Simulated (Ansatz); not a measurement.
`C[CH2][Al]([Cl])[Cl]` + CH₃OH → `C[O][Al]([Cl])[Cl]` + ethane at 500 K and 1 bar (ligand exchange at the Al–C bond).

Isolated molecules relaxed with PBE0-D4/def2-TZVP in Ansatz; ΔE leaves out vibrations. CCSD(T)/CBS adds triple-zeta CCSD(T) − MP2 to the extrapolated MP2 energy (def2 sets, frozen cores). This one scheme is used for every species. Each species was taken in one conformer, which may not be the lowest.

| species | CCSD(T)/CBS energy (Eh) | H − E (kJ/mol) | S (J/(mol·K)) |
| --- | --- | --- | --- |
| `C[CH2][Al]([Cl])[Cl]` | -1240.84163 | 225.8 | 440.3 |
| CH₃OH | -115.61712 | 157.0 | 265.4 |
| `C[O][Al]([Cl])[Cl]` | -1276.79096 | 163.3 | 424.5 |
| `CC` | -79.71954 | 220.5 | 259.9 |

H − E and S are ideal-gas, rigid-rotor, harmonic terms from PBE0-D4/def2-TZVP, for one conformer and one mirror image of each species. 1 Eh = 2625.50 kJ/mol, R = 8.31446 J/(mol·K).

Q: By hand: ΔE, ΔH, ΔS and ΔG.

A: ΔE = (-1276.79096) + (-79.71954) − (-1240.84163) − (-115.61712) = -0.05175 Eh = -135.9 kJ/mol. Δ(H − E) = 163.3 + 220.5 − 225.8 − 157.0 = 1.0, so ΔH = -134.9 kJ/mol. ΔS = 424.5 + 259.9 − 440.3 − 265.4 = -21.3 J/(mol·K). ΔG = -134.9 − 500 × (-21.3)/1000 = -124.2 kJ/mol.

Q: By hand: the equilibrium constant, and the temperature at which ΔG would vanish if ΔH and ΔS stayed fixed.

A: log₁₀ K = −ΔG/(RT ln 10) = 13.0. ΔG = 0 at ΔH/ΔS = 6333 K, far beyond where these terms or the molecules hold.

ΔH outweighs TΔS. A doubt of 5 kJ/mol in ΔE shifts log₁₀ K by 0.5 here. Other conformers and mirror images would add mixing entropy, several J/(mol·K) or more a flexible species. Modes under 60 cm⁻¹, often nearly free rotors, make the harmonic entropy too high. These are equilibria of isolated gas molecules and say nothing of rates. Largest T1 diagnostic: 0.010 (customary marks: 0.02 for closed shells, 0.045 for open ones).
